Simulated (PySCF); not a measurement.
C8H6S3, SMILES c1csc(Sc2ccsc2)c1, GFN2-xTB optimised geometry.

```
17

C     -0.34    -2.66     0.00
C      1.02    -2.66     0.00
S      1.67    -1.07     0.00
C      0.07    -0.39     0.03
S     -0.21     1.34    -0.03
C      1.16     1.91     0.93
C      1.54     1.37     2.19
C      2.60     2.01     2.72
S      3.15     3.30     1.72
C      1.94     2.96     0.55
C     -0.89    -1.36     0.02
H     -0.93    -3.55     0.00
H      1.69    -3.49     0.01
H      1.03     0.54     2.65
H      3.10     1.82     3.65
H      1.86     3.55    -0.34
H     -1.94    -1.14     0.03
```

Density from PySCF with CAM-B3LYP/def2-SVP at that geometry.

Minimum of the electron density along straight lines between bonded atoms, close to the bond critical point (lines longer than 1.1 times the sum of covalent radii, or with two minima, are not listed):

```
bond     length / Å  ρ at the minimum / e bohr⁻³  ∇²ρ there / e bohr⁻⁵  position (fraction from the first atom)
-------  ----------  ---------------------------  --------------------  ---------------------------------------
C1–C2         1.356                        0.326                 -0.84                                     0.49
C2–S3         1.721                        0.217                 -0.48                                     0.47
S3–C4         1.740                        0.210                 -0.45                                     0.53
C4–S5         1.754                        0.203                 -0.45                                     0.49
S5–C6         1.769                        0.198                 -0.42                                     0.52
C6–C7         1.419                        0.294                 -0.73                                     0.51
C7–C8         1.354                        0.328                 -0.84                                     0.49
C8–S9         1.721                        0.218                 -0.48                                     0.47
C6–C10        1.360                        0.325                 -0.82                                     0.50
S9–C10        1.716                        0.219                 -0.50                                     0.53
C1–C11        1.412                        0.298                 -0.75                                     0.50
C4–C11        1.363                        0.323                 -0.82                                     0.52
C1–H12        1.075                        0.284                 -1.11                                     0.64
C2–H13        1.072                        0.286                 -1.13                                     0.65
C7–H14        1.075                        0.286                 -1.13                                     0.64
C8–H15        1.071                        0.287                 -1.14                                     0.65
C10–H16       1.071                        0.287                 -1.15                                     0.65
C11–H17       1.074                        0.285                 -1.11                                     0.64
```
